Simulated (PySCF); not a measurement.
Species: C3H7B.
Atom-mapped SMILES: `[BH2:1]/[CH:2]=[CH:3]\[CH3:4]` (hydrogens: H5, H6 on B1; H7 on C2; H8 on C3; H9, H10, H11 on C4)

Computed with PySCF, PBE0-D3(BJ)/def2-SVP geometry optimisation, gas phase.

List the bond lengths, angles and torsions at this level.

```json
{"bond": "B1–C2", "length (bohr)": "2.903"}
{"bond": "C2=C3", "length (bohr)": "2.562"}
{"bond": "C3–C4", "length (bohr)": "2.809"}
{"bond": "B1–H5, B1–H6", "length (bohr)": "2.288"}
{"bond": "C2–H7", "length (bohr)": "2.073"}
{"bond": "C3–H8", "length (bohr)": "2.079"}
{"bond": "C4–H9, C4–H10, C4–H11", "length (bohr)": "2.081"}
```

Bonds in one row agree within 0.02 bohr and their mean is given. A selection of angles:
```json
{"angle": "C2–B1–H5", "degrees": "120.3"}
{"angle": "C2–B1–H6", "degrees": "121.8"}
{"angle": "H5–B1–H6", "degrees": "117.9"}
{"angle": "B1–C2–C3", "degrees": "125.6"}
{"angle": "B1–C2–H7", "degrees": "119.0"}
{"angle": "C3–C2–H7", "degrees": "115.4"}
{"angle": "C2–C3–C4", "degrees": "127.9"}
{"angle": "C2–C3–H8", "degrees": "117.9"}
{"angle": "C4–C3–H8", "degrees": "114.1"}
{"angle": "C3–C4–H9", "degrees": "112.8"}
{"angle": "C3–C4–H10", "degrees": "110.1"}
{"angle": "H9–C4–H10", "degrees": "109.0"}
{"angle": "H10–C4–H11", "degrees": "105.9"}
```

Dihedral angles: B1–C2–C3–C4 0° (synperiplanar).

Of the pairs four or more bonds apart, H6···H9 is among the closest relative to their van der Waals radii: 2.18 Å, 91 % of the sum of Bondi's values. B1 (three-coordinate boron) is planar (angles 121.8°, 120.3° and 117.9°, sum 360.0°, 0.00 Å off the plane of its three neighbours). The C–C distances run from 1.356 Å (C2=C3, drawn double) to 1.486 Å (C3–C4, drawn single), a spread of 0.130 Å. The 4 heavy atoms lie in one plane (0.000 Å rms).

Point group: Cs (every atom within 0.08 Å of its image). No PBE0-D3(BJ)/def2-SVP frequencies stand behind this structure, so it isn't proved a minimum.

Time: 22 s wall; peak memory 0.38 GiB. Hardware: one thread of an AMD EPYC 7R43 (shared host). This is the geometry optimisation.
